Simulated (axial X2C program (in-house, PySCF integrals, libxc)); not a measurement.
## Which molecule has these constants?

All values come from calculations with an in-house relativistic program for diatomic molecules, spin-free (one-electron X2C) or two-component (2c: spin–orbit coupling with atomic mean-field Coulomb and Gaunt terms, which also bring small scalar terms), in Dyall basis sets with cores contracted in-house; open shells are unrestricted.

A two-component CCSD(T) calculation in a Dyall 3-zeta basis gave Re = 1.841 Å, ωe = 1073.1 cm⁻¹, De = 0.21 eV, Ω = 1/2.

Task: Which molecule is it?
A. GaH⁺
B. BH⁺
C. InH⁺

Result: C. The others have BH⁺ 1.207 Å and 2511.6 cm⁻¹ (Ω = 1/2); GaH⁺ 1.662 Å and 1243.4 cm⁻¹ (Ω = 1/2).

Frozen shells (counts by l): InH⁺ In 4s3p1d, H none, 13 electrons correlated; BH⁺ B 1s, H none, 3 electrons correlated; GaH⁺ Ga 3s2p, H none, 13 electrons correlated. Coupled cluster in natural virtuals with an MP2 remainder. Where the outer core of a metal is frozen, bonds come out longer and ionisation energies lower.

Each entry is the lowest single determinant of a limited PBE0 search at one distance. De goes to single-determinant-based atoms at the same level (for ions the charge split of lowest energy) and is withheld (n/a) where an atom does not fit its ground term or J level. Main or longest-lived isotopes.
